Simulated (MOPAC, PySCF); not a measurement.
C4H9B, SMILES `B/C=C\CC`, neutral singlet in the gas phase. 

Cartesian coordinates (Å):
SMILES: B/C=C\CC
```xyz
14

B      2.2831     0.4914    -0.0289
C      1.4396    -0.7528     0.2880
C      0.1318    -0.9005     0.0120
C     -0.7897     0.0804    -0.6349
C     -1.9213     0.4780     0.3170
H      3.4396     0.5133     0.2537
H      1.8135     1.4521    -0.5512
H      1.9135    -1.5988     0.7789
H     -0.3569    -1.8321     0.3011
H     -0.2471     0.9621    -0.9680
H     -1.2239    -0.3929    -1.5211
H     -2.6258     1.1463    -0.1773
H     -1.5220     0.9881     1.1939
H     -2.4718    -0.3994     0.6604
```
Charge 0, spin multiplicity 1.

All levels are single points at this geometry (M06-2X/def2-TZVP); Pople sets use spherical d functions. Orbital energies aren't observables, and empty levels follow the basis.

PM6 in MOPAC gives dipole (D) = 1.56.

Task: Estimate the dipole (D) from each of these levels: M06-2X/def2-TZVP in PySCF; BP86/6-31G* in PySCF; M06-2X/6-31G* in PySCF; HF/STO-3G in PySCF; PM3 in MOPAC.

Result: 
```tsv
level	dipole (D)
M06-2X/def2-TZVP in PySCF	1.64
BP86/6-31G* in PySCF	1.97
M06-2X/6-31G* in PySCF	1.64
HF/STO-3G in PySCF	1.35
PM3 in MOPAC	1.98
```
